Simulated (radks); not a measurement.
Dy2+, configuration [Xe] 4f10.

Calculated with a radial shooting solver on a logarithmic mesh with Libxc functionals: scalar-relativistic Kohn-Sham, PBE, spin-unpolarised, spherical densities, finite nucleus; Fermi nuclear charge, rms radius 5.2218 fm.

Energy parts (hartree):
| part | energy |
|---|---|
| total | -12155.5180 |
| kinetic | 13111.7247 |
| electron-nucleus | -29712.4205 |
| Hartree | 4707.8678 |
| exchange-correlation | -262.6899 |

Orbitals (lengths in bohr, moments of r in powers of bohr; r(max) is where P^2 peaks):
| orbital | occ. | eigenvalue (hartree) | r(max) |
|---|---|---|---|
| 1s | 2 | -1972.142 | 0.01338 |
| 2s | 2 | -328.8484 | 0.07604 |
| 2p | 6 | -291.8713 | 0.06168 |
| 3s | 2 | -73.59464 | 0.2154 |
| 3p | 6 | -62.23973 | 0.2117 |
| 3d | 10 | -47.63191 | 0.1729 |
| 4s | 2 | -14.96608 | 0.4940 |
| 4p | 6 | -11.22814 | 0.5160 |
| 4d | 10 | -6.13584 | 0.5346 |
| 5s | 2 | -2.31599 | 1.159 |
| 5p | 6 | -1.44757 | 1.324 |
| 4f | 10 | -0.62757 | 0.5392 |

The highest occupied level is 4f at -17.077 eV. The electron density at the nucleus is 7.776e+05 e/bohr^3 (large components only).
